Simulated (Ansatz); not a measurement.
System: CH₄BO, charge 0, doublet. CH4BO (SMILES C[B]O, doublet).
B3LYP-D3(BJ)/def2-TZVP minimum from Ansatz (a quantum-chemistry and plane-wave program):
```
C
H 1 1.0930
H 1 1.0930 2 106.18
H 1 1.0989 2 108.31 3 -116.14
B 1 1.5619 2 110.37 3 119.62
O 5 1.3361 1 128.24 2 121.47
H 6 0.9726 5 116.13 1 0.00
```
Charge 0, spin multiplicity 2.

Atomisation energy term by term, kcal/mol (programs: Ansatz). Open shells are spin-unrestricted; no spin-orbit coupling. Correlated methods leave the cores frozen. Rows without X2C or -DK are non-relativistic. CBS(X,Y): correlation extrapolated as X^-3, Hartree-Fock from the larger set. A bracket is a step between two methods taken in the basis named. '+ core + X2C': CCSD(T) terms for core correlation (cc-pwCVTZ) and scalar relativity (cc-pVTZ-DK). Where a partner has so few electrons that a lower coupled-cluster level is exact, that level stands in.

| term | basis | kcal/mol |
|---|---|---|
| Hartree-Fock | cc-pVQZ | 477.22 |
| CCSD correlation | CBS(cc-pVTZ,cc-pVQZ) | 142.91 |
| (T) | CBS(cc-pVTZ,cc-pVQZ) | 9.06 |
| CCSDT(Q) - CCSD(T) | cc-pVDZ | 0.53 |
| core correlation | cc-pwCVTZ | 2.65 |
| scalar relativity | X2C, cc-pVTZ-DK | -0.52 |
| sum: De |  | 631.9 |
